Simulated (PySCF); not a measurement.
## Atomic charges against the basis set

C3H12AlNO.
Atom-mapped SMILES: `[CH3:1][NH:2][AlH2-:3][O+:4]([CH3:5])[CH3:6]` (hydrogens: H7, H8, H9 on C1; H10 on N2; H11, H12 on Al3; H13, H14, H15 on C5; H16, H17, H18 on C6)

PBE0 throughout (PySCF), one geometry, spherical d and f functions. The structure is a single PBE0-D3(BJ)/def2-SVP conformer in the gas phase; no vibrational or solvent corrections. Atoms taken as equivalent share a column and are averaged. The first 7 of 9 kinds of atom are listed.

Mulliken charges (e):

```csv
basis,functions,C1,N2,Al3,O4,C5/C6,H7/H8/H9,H10
STO-3G,46,-0.154,-0.549,+0.790,-0.199,-0.130,+0.053,+0.131
6-31G,82,-0.290,-0.955,+0.844,-0.608,-0.232,+0.148,+0.308
pcSseg-0,82,-0.385,-1.049,+1.042,-0.743,-0.330,+0.199,+0.307
6-31G*,112,-0.348,-0.757,+0.474,-0.491,-0.280,+0.154,+0.322
def2-SVP,148,+0.062,-0.543,+0.549,-0.470,+0.118,+0.021,+0.134
cc-pVDZ,148,+0.020,-0.428,+0.327,-0.359,+0.070,+0.027,+0.094
pcSseg-1,169,-0.094,-0.789,+0.899,-0.605,-0.039,+0.093,+0.189
"6-311+G(2d,p)",242,-0.304,-0.940,+0.787,-0.225,-0.299,+0.124,+0.218
aug-cc-pVDZ,250,+0.768,-0.383,-0.103,-0.220,+0.930,-0.219,-0.259
def2-TZVP,264,-0.274,-0.473,+0.233,-0.145,-0.233,+0.111,+0.199
```

IAO charges (e):

```
        basis  functions      C1      N2     Al3      O4   C5/C6  H7/H8/H9     H10
       STO-3G         46  -0.310  -0.656  +0.906  -0.198  -0.246    +0.107  +0.165
        6-31G         82  -0.306  -0.681  +0.580  -0.301  -0.241    +0.125  +0.242
     pcSseg-0         82  -0.291  -0.674  +0.610  -0.310  -0.218    +0.120  +0.232
       6-31G*        112  -0.277  -0.700  +0.643  -0.315  -0.206    +0.117  +0.238
     def2-SVP        148  -0.267  -0.694  +0.662  -0.310  -0.196    +0.112  +0.234
      cc-pVDZ        148  -0.275  -0.697  +0.639  -0.312  -0.205    +0.116  +0.238
     pcSseg-1        169  -0.275  -0.711  +0.667  -0.319  -0.203    +0.117  +0.238
6-311+G(2d,p)        242  -0.289  -0.733  +0.678  -0.321  -0.216    +0.122  +0.248
  aug-cc-pVDZ        250  -0.287  -0.722  +0.654  -0.317  -0.214    +0.121  +0.247
    def2-TZVP        264  -0.287  -0.730  +0.684  -0.321  -0.214    +0.121  +0.246
```

Hirshfeld charges (e):

```csv
basis,functions,C1,N2,Al3,O4,C5/C6,H7/H8/H9,H10
STO-3G,46,+0.004,-0.360,+0.494,-0.053,+0.053,-0.004,+0.062
6-31G,82,-0.060,-0.330,+0.327,-0.064,+0.002,+0.024,+0.093
pcSseg-0,82,-0.066,-0.317,+0.344,-0.031,-0.003,+0.023,+0.091
6-31G*,112,-0.061,-0.320,+0.306,-0.050,+0.002,+0.024,+0.098
def2-SVP,148,-0.076,-0.311,+0.339,-0.031,-0.014,+0.025,+0.096
cc-pVDZ,148,-0.075,-0.307,+0.338,-0.031,-0.013,+0.024,+0.094
pcSseg-1,169,-0.080,-0.321,+0.362,-0.050,-0.014,+0.027,+0.092
"6-311+G(2d,p)",242,-0.083,-0.327,+0.376,-0.070,-0.015,+0.027,+0.092
aug-cc-pVDZ,250,-0.089,-0.327,+0.381,-0.069,-0.022,+0.028,+0.092
def2-TZVP,264,-0.085,-0.322,+0.362,-0.059,-0.018,+0.027,+0.096
```

ESP-fitted charges (e):

```json
{"basis": "STO-3G", "functions": "46", "C1": "-0.254", "N2": "-0.339", "Al3": "+0.471", "O4": "+0.096", "C5/C6": "-0.469", "H7/H8/H9": "+0.067", "H10": "+0.147"}
{"basis": "6-31G", "functions": "82", "C1": "+0.015", "N2": "-0.660", "Al3": "+0.552", "O4": "-0.116", "C5/C6": "-0.354", "H7/H8/H9": "+0.030", "H10": "+0.291"}
{"basis": "pcSseg-0", "functions": "82", "C1": "-0.022", "N2": "-0.691", "Al3": "+0.745", "O4": "-0.081", "C5/C6": "-0.432", "H7/H8/H9": "+0.042", "H10": "+0.284"}
{"basis": "6-31G*", "functions": "112", "C1": "-0.016", "N2": "-0.583", "Al3": "+0.452", "O4": "-0.033", "C5/C6": "-0.377", "H7/H8/H9": "+0.031", "H10": "+0.273"}
{"basis": "def2-SVP", "functions": "148", "C1": "+0.039", "N2": "-0.567", "Al3": "+0.530", "O4": "-0.047", "C5/C6": "-0.328", "H7/H8/H9": "+0.014", "H10": "+0.246"}
{"basis": "cc-pVDZ", "functions": "148", "C1": "+0.015", "N2": "-0.543", "Al3": "+0.454", "O4": "-0.030", "C5/C6": "-0.342", "H7/H8/H9": "+0.020", "H10": "+0.246"}
{"basis": "pcSseg-1", "functions": "169", "C1": "+0.046", "N2": "-0.635", "Al3": "+0.594", "O4": "-0.071", "C5/C6": "-0.348", "H7/H8/H9": "+0.018", "H10": "+0.265"}
{"basis": "6-311+G(2d,p)", "functions": "242", "C1": "-0.027", "N2": "-0.576", "Al3": "+0.531", "O4": "+0.013", "C5/C6": "-0.454", "H7/H8/H9": "+0.032", "H10": "+0.255"}
{"basis": "aug-cc-pVDZ", "functions": "250", "C1": "+0.004", "N2": "-0.561", "Al3": "+0.536", "O4": "+0.018", "C5/C6": "-0.427", "H7/H8/H9": "+0.022", "H10": "+0.241"}
{"basis": "def2-TZVP", "functions": "264", "C1": "-0.022", "N2": "-0.561", "Al3": "+0.540", "O4": "+0.017", "C5/C6": "-0.431", "H7/H8/H9": "+0.028", "H10": "+0.249"}
```

Some averages cover members that differ in this geometry, most widely: C5/C6, ESP-fitted in aug-cc-pVDZ -0.470 to -0.385; C5/C6, ESP-fitted in 6-311+G(2d,p) -0.495 to -0.413; H7/H8/H9, Mulliken in aug-cc-pVDZ -0.253 to -0.174; C5/C6, Mulliken in aug-cc-pVDZ +0.890 to +0.970 e.

Which scheme is steadiest as the basis changes?

Largest range over the bases for any column: Hirshfeld 0.19 e, IAO 0.33 e, ESP-fitted 0.35 e, Mulliken 1.26 e. Hirshfeld charges move least and Mulliken charges most, counted in e. Without the minimal STO-3G basis the ranges are Hirshfeld 0.08, IAO 0.10, ESP-fitted 0.29, Mulliken 1.26 e.

How much do the charges still move between the two largest bases, aug-cc-pVDZ and def2-TZVP?

At most, over all atoms: Mulliken 1.204 e, IAO 0.030 e, Hirshfeld 0.019 e, ESP-fitted 0.026 e.

What do the same runs give for the total energy, the frontier levels and the dipole moment?

```tsv
basis	energy (Eh)	HOMO (eV)	LUMO (eV)	μ (D)
STO-3G	-487.4771	-1.93	6.25	4.43
6-31G	-493.4299	-5.53	1.22	4.88
pcSseg-0	-492.6960	-5.62	1.20	5.29
6-31G*	-493.5135	-5.59	1.24	4.75
def2-SVP	-493.2801	-5.71	1.05	4.79
cc-pVDZ	-493.5436	-5.68	1.09	4.67
pcSseg-1	-493.5042	-5.82	0.85	4.78
6-311+G(2d,p)	-493.6219	-5.89	-0.04	4.59
aug-cc-pVDZ	-493.5639	-5.88	-0.32	4.50
def2-TZVP	-493.6453	-5.87	0.64	4.59
```

The dipole is fixed by the density alone, so its range of 0.86 D shows that the density itself changes with the basis, not only its division among atoms.
